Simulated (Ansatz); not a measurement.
`F[SiH]1CS1` + `[OH][Y]([F])[Cl]` → `Cl[SiH]1CS1` + `[OH][Y]([F])[F]` at 700 K and 1 bar (redistribution).

Program: Ansatz. Geometries: PBE0-D4/def2-TZVP. ΔE: electronic, gas phase. CCSD(T)/CBS is the MP2 limit (def2-TZVPP, def2-QZVPP) plus CCSD(T) − MP2 in def2-TZVPP, frozen cores. Elements past krypton have def2 core potentials. For Y outer-core shells are correlated without core-valence functions, which leaves a few kJ/mol of doubt a bond. Each species was taken in one conformer, which may not be the lowest.

```csv
species,CCSD(T)/CBS energy (Eh),H − E (kJ/mol),S (J/(mol·K))
`F[SiH]1CS1`,-826.56648,160.3,381.0
`[OH][Y]([F])[Cl]`,-673.84260,96.1,431.8
`Cl[SiH]1CS1`,-1186.53914,159.0,395.5
`[OH][Y]([F])[F]`,-313.85352,96.5,414.1
```

H − E and S are ideal-gas, rigid-rotor, harmonic terms from PBE0-D4/def2-TZVP, for one conformer and one mirror image of each species. 1 Eh = 2625.50 kJ/mol, R = 8.31446 J/(mol·K).

**Question.** By hand: ΔE, ΔH, ΔS and ΔG.

**Answer.** ΔE = (-1186.53914) + (-313.85352) − (-826.56648) − (-673.84260) = 0.01642 Eh = 43.1 kJ/mol. Δ(H − E) = 159.0 + 96.5 − 160.3 − 96.1 = -0.9, so ΔH = 42.2 kJ/mol. ΔS = 395.5 + 414.1 − 381.0 − 431.8 = -3.2 J/(mol·K). ΔG = 42.2 − 700 × (-3.2)/1000 = 44.4 kJ/mol.

**Question.** By hand: the equilibrium constant, and the temperature at which ΔG would vanish if ΔH and ΔS stayed fixed.

**Answer.** log₁₀ K = −ΔG/(RT ln 10) = -3.3. ΔH and −TΔS have one sign here, so there is no such temperature. One of them is within its doubt of zero, so this could turn.

The number of gas molecules stays the same, so ΔS is small and ΔH decides. A doubt of 5 kJ/mol in ΔE shifts log₁₀ K by 0.4 here. Other conformers and mirror images would add mixing entropy, several J/(mol·K) or more a flexible species. Modes under 60 cm⁻¹, often nearly free rotors, make the harmonic entropy too high. These are equilibria of isolated gas molecules and say nothing of rates. Largest T1 diagnostic: 0.015 (customary marks: 0.02 for closed shells, 0.045 for open ones).
